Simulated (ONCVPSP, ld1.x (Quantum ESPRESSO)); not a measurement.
**Potentials for silicon (Si) compared**

Generated with ld1.x 7.5 (TM, RRKJ, ultrasoft, PAW), atompaw 4.2 or ONCVPSP 4.0.1. The cutoff is in Ry: for ld1.x and atompaw files where the sum of valence levels is converged to 10 mRy in a Bessel basis, for ONCV files where the hardest occupied wave has 1 mHa per electron of residual kinetic energy. The error is the largest all-electron minus pseudo excitation energy over each file’s own four to seven test configurations (ionisations up to +4, promotions, holes and added fractions of an electron), all of which were solved. The labels leave out finer settings (local radius, basis sizes, second energies), which also bear on the numbers. Spin-polarised tests are not counted. The rows are a selection from randomly drawn settings: files with unsolved tests, undetermined cutoffs or missed reference levels are left out.

```csv
potential,cutoff (Ry),largest error (meV),bound ghosts
"ONCV, PBE, non-relativistic, rc 1.80/1.90 (sp), local smoothed, core correction no, reference 3s2 3p1, qcut 3.8/4.2, projectors 2/2",16,+65,none
"ultrasoft, BLYP, non-relativistic, rc 1.85/2.10/2.20 (spd), local smoothed, core correction no, reference 3s2 3p2",10,+195,none
"TM, PBEsol, non-relativistic, rc 1.95/2.20/1.70 (spd), local s, core correction no, reference 3s1.5 3p2.5",12,+76,none
"ultrasoft, PBE, scalar-relativistic, rc 1.75/2.15/2.25 (spd), local smoothed, core correction yes, reference 3s2 3p2",10,+25,none
"TM, LDA (PZ), scalar-relativistic, rc 1.95/1.95/1.90 (spd), local d, core correction yes, reference 3s2 3p1.75",15,+183,none
"TM, BLYP, non-relativistic, rc 1.40/2.00/1.80 (spd), local s, core correction no, reference 3s2 3p2",30,+250,none
"ultrasoft, PBEsol, scalar-relativistic, rc 1.60/2.20 (sp), local smoothed, core correction no, reference 3s2 3p1.5",12,+19,none
```

(1) Fill in the row for Si: TM, BLYP, fully relativistic, rc 1.25/1.80 (sp), local p, core correction yes, reference 3s2 3p0.5.

## Answers

(1) cutoff 50 Ry, largest error +29 meV, bound ghosts: none.
